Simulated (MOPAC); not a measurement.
A run for MOPAC: PM3 on HITe (SMILES [TeH]I), a point of a bond scan (R = 4.088 Å).

```
PM3 1SCF PRECISE CHARGE=0 THREADS=1
HITe

Te     0.44277999 1     0.90828797 1     0.91299334 1
H      0.69536625 1     2.07817325 1    -0.24428522 1
I     -0.89270865 1    -1.84968589 1    -1.79323350 1
```

It printed:

```
*******************************************************************************
 **                                                                           **
 **                              MOPAC v23.2.5                                **
 **                                                                           **
 *******************************************************************************
 ** MOPAC's Digital Object Identifier: https://doi.org/10.5281/zenodo.6511958 **
 **                                                                           **
 ** Please cite the open-source release paper for use of this MOPAC version:  **
 ** J. E. Moussa and J. J. P. Stewart (2026)                                  **
 ** MOPAC: An open-source semiempirical molecular orbital program             **
 ** J. Open Source Softw., 11(119), 8025, https://doi.org/10.21105/joss.08025 **
 *******************************************************************************

                              PM3 CALCULATION RESULTS

 *******************************************************************************
 *  PM3        - The PM3 Hamiltonian to be used
 *
 *
 *
 *                 CHARGE ON SYSTEM = 0
 *
 *
 *
 *  PRECISE    - TIGHTER CRITERIA TO BE USED
 *  1SCF       - DO 1 SCF AND THEN STOP
 *  THREADS=1  - MULTI-THREADING NOT USED
 *  T=         - A TIME OF 172800.0 SECONDS REQUESTED
 *  DUMP=N     - RESTART FILE WRITTEN EVERY 7200.0 SECONDS REQUESTED
 *******************************************************************************
PM3 1SCF PRECISE CHARGE=0 THREADS=1
 HITe

   ATOM   CHEMICAL          X               Y               Z
  NUMBER   SYMBOL      (ANGSTROMS)     (ANGSTROMS)     (ANGSTROMS)

     1      Te          0.44277999  *   0.90828797  *   0.91299334  *
     2       H          0.69536625  *   2.07817325  *  -0.24428522  *
     3       I         -0.89270865  *  -1.84968589  *  -1.79323350  *



          CARTESIAN COORDINATES

    NO.       ATOM           X           Y           Z

     1        Te          0.4428      0.9083      0.9130
     2         H          0.6954      2.0782     -0.2443
     3         I         -0.8927     -1.8497     -1.7932

  H: (PM3): J. J. P. STEWART, J. COMP. CHEM. 10, 209 (1989).
 Te: (PM3): J. J. P. STEWART, J. COMP. CHEM. 12, 320-341 (1991).
  I: (PM3): J. J. P. STEWART, J. COMP. CHEM. 10, 209 (1989).

           Empirical Formula: H Te I  =     3 atoms



      MOLECULAR POINT GROUP   :   Cs


      RHF CALCULATION, NO. OF DOUBLY OCCUPIED LEVELS = 7


 -------------------------------------------------------------------------------
 PM3 1SCF PRECISE CHARGE=0 THREADS=1
 HITe



     1SCF WAS SPECIFIED, SO BFGS WAS NOT USED
     SCF FIELD WAS ACHIEVED


                              PM3 CALCULATION
                                                       MOPAC v23.2.5 Linux




          FINAL HEAT OF FORMATION =         84.62087 KCAL/MOL =     354.05370 KJ/MOL


          COSMO AREA              =        128.03 SQUARE ANGSTROMS
          COSMO VOLUME            =        114.50 CUBIC ANGSTROMS

          IONIZATION POTENTIAL    =          9.257370 EV
          HOMO LUMO ENERGIES (EV) =         -9.257 -5.007
          NO. OF FILLED LEVELS    =          7
          MOLECULAR WEIGHT        =        255.5124         POINT GROUP:  Cs

          MOLECULAR DIMENSIONS (Angstroms)

            Atom       Atom       Distance
            I     3    H     2     4.51102
            H     2   Te     1     1.50577
           Te     1    I     3     0.00000


          SCF CALCULATIONS        =          1





   ATOM   CHEMICAL          X               Y               Z
  NUMBER   SYMBOL      (ANGSTROMS)     (ANGSTROMS)     (ANGSTROMS)

     1      Te          0.44277999  *   0.90828797  *   0.91299334  *
     2       H          0.69536625  *   2.07817325  *  -0.24428522  *
     3       I         -0.89270865  *  -1.84968589  *  -1.79323350  *

                             CARTESIAN COORDINATES

   1   Te        0.442779990     0.908287970     0.912993340
   2    H        0.695366250     2.078173250    -0.244285220
   3    I       -0.892708650    -1.849685890    -1.793233500


           Empirical Formula: H Te I  =     3 atoms



      MOLECULAR POINT GROUP   :   Cs


                  EIGENVALUES
 -14.70550 -12.59042 -11.44160  -9.82997  -9.53710  -9.26437  -9.25737  -5.00747
  -1.37652


              NET ATOMIC CHARGES AND DIPOLE CONTRIBUTIONS

  ATOM NO.   TYPE          CHARGE      No. of ELECS.   s-Pop       p-Pop
    1         Te           0.237187        5.7628     1.96940     3.79341
    2          H          -0.040968        1.0410     1.04097
    3          I          -0.196218        7.1962     1.99862     5.19759
 DIPOLE           X         Y         Z       TOTAL
 POINT-CHG.     1.209     2.369     2.778     3.846
 HYBRID         0.044     0.211    -0.225     0.312
 SUM            1.253     2.581     2.554     3.840


          ATOMIC ORBITAL ELECTRON POPULATIONS

     Atom    s        px        py        pz
    1 Te   1.96940   1.85657   1.02445   0.91239
    2  H   1.04097
    3  I   1.99862   1.91378   1.62922   1.65460

 **********************
 *                    *
 * JOB ENDED NORMALLY *
 *                    *
 **********************




 == MOPAC DONE ==
```

The run finished.

Cost: around 0.05 core-seconds (rough).
